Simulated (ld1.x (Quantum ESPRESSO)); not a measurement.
P: one change to an RRKJ potential, before and after

ld1.x (Quantum ESPRESSO) 7.5 input, shortened:

```
&input
   title='P', zed=15., rel=0, dft='REVPBE', iswitch=3,
   config='[Ne] 3s2 3p0 3d-2'
 /
 &inputp
   pseudotype=2, tm=.false., lloc=-1, rcloc=1.15,
   nlcc=.false.
 /
3
3S  1  0   2.00   0.00  1.30  1.30  0.0
3P  2  1   0.00   0.00  1.20  1.20  0.0
3D  3  2  -2.00   0.50  1.10  1.10  0.0
 &test
   configts(1)='3s2 3p0'
 /
```

All-electron outer shells of the reference configuration (revPBE, non-relativistic, ld1.x):

| shell | level (eV) | outermost node (bohr) | outermost maximum (bohr) |
| --- | --- | --- | --- |
| 3s | -45.44 | 0.65 | 1.48 |
| 3p | -35.30 | 0.63 | 1.62 |

Change: functional PBEsol.

Cutoffs: the cutoffs (Ry, on a coarse ladder) from which the occupation-weighted sum of valence levels, in a spherical-Bessel basis at the reference potential, stays within 10 and 1 mRy of its value at 400 Ry; they do not see the model core or the augmentation charge, which bear on the density cutoff. Errors are all-electron minus pseudo energies relative to the spin-unpolarised reference configuration.

Task: What does the change do?

Result: The potential gets neither clearly harder nor softer (21 Ry and 50 Ry → 21 Ry and 50 Ry); of the 7 tests that both files solve, the error grows in 5 and shrinks in 0 by more than 15 % and 0.3 meV (median size 61.3 → 73.5 meV); neither file shows a bound ghost.

```csv
quantity,base,changed
"cutoff, loose",21 Ry,21 Ry
"cutoff, tight",50 Ry,50 Ry
bound ghosts,none,none
"error for 3s2 3p3, meV [ΔE -58.57 → -58.55 eV]",+61,+111
"error for 3s2 3p2, meV [ΔE -48.85 → -48.84 eV]",+40,+74
"error for 3s2 3p1, meV [ΔE -29.71 → -29.72 eV]",+16,+27
"error for 3s1 3p3, meV [ΔE -39.82 → -39.84 eV]",+69,+73
"error for 3s1 3p0, meV [ΔE 51.77 → 51.79 eV]",+74,+68
"error for 3s2 3p2.5, meV [ΔE -54.80 → -54.78 eV]",+52,+94
"error for 3s2 3p3.3, meV [ΔE -59.87 → -59.85 eV]",+66,+118
s: phases at 1.40 bohr within 0.05 rad from the reference energy up to (Ry; the scan ends near 5),-2.5,-2.2
p: phases at 1.40 bohr within 0.05 rad from the reference energy up to (Ry; the scan ends near 5),-1.2,-1.1
d: phases at 1.40 bohr within 0.05 rad from the reference energy up to (Ry; the scan ends near 5),to the end of the scan,to the end of the scan
```

Base: The cutoffs count occupied waves only; the empty 3p level needs 70 Ry at the loose tolerance. Changed file: The cutoffs count occupied waves only; the empty 3p level needs 70 Ry at the loose tolerance.
